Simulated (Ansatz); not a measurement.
Gas-phase electronic energies from Ansatz, PBE0-D4/def2-TZVP geometries. CCSD(T)/CBS adds triple-zeta CCSD(T) − MP2 to the extrapolated MP2 energy (def2 sets, frozen cores). This one scheme is used for every species. Functionals use def2-TZVPP. HSE06 is defined as in plane-wave codes. Elements past krypton have def2 core potentials. For I outer-core shells are correlated without core-valence functions, which leaves a few kJ/mol of doubt a bond. One conformer a species, not always the lowest.

Consider the silylene formation by 1,1-elimination: `N[Si](F)(S)I` → `FI` + `N[Si]S`.

| level | ΔE (kJ/mol) | difference from CCSD(T)/CBS |
| --- | --- | --- |
| LDA (SPW92) | 519.1 | 2.4 |
| BLYP-D4 | 460.1 | -56.6 |
| B97M-V | 492.9 | -23.8 |
| HSE06-D4 | 517.7 | 1.0 |
| r2SCAN0 | 541.2 | 24.5 |
| BHLYP | 509.8 | -6.9 |
| LC-ωPBE | 520.4 | 3.7 |
| HF/def2-SVP | 514.6 | -2.1 |
| CCSD/def2-TZVPP | 514.9 | -1.8 |
| HF/def2-QZVPP | 516.9 | 0.2 |
| CCSD(T)/CBS | 516.7 | 0 |

Problem. What do rigid-rotor, harmonic-oscillator terms from PBE0-D4/def2-TZVP frequencies (298.15 K, 1 bar) make of the CCSD(T)/CBS value? (An estimate is asked.)

Solution. Computed: ΔZPE = -7.6 kJ/mol, ΔH = +510.2 kJ/mol, ΔS = 152 J/(mol·K), ΔG = +464.9 kJ/mol.

Largest T1 diagnostic among the species: 0.014.

From r2SCAN to r2SCAN0 (25 % exact exchange), in def2-TZVPP and without D4, ΔE moves by +19.7 kJ/mol. The D4 term adds +20.4 kJ/mol with B3LYP and +11.0 kJ/mol with PBE0; it sums over pairs of atoms, weighted by their polarisabilities, and B3LYP, whose exchange is more repulsive, gets the larger term. Leaving LDA and LC-ωPBE aside and taking each functional with its dispersion term where it has one, the values, not all of them listed here, spread over 84.8 kJ/mol, from BLYP-D4 to r2SCAN0-D4. LDA lies +47.7 kJ/mol from PBE without D4.

CCSD(T)/CBS has its own doubt, a few kJ/mol and more with outer-core shells, so smaller differences from it don't rank the levels.

B3LYP here is the variant with VWN-RPA as its local correlation; programs differ in this.
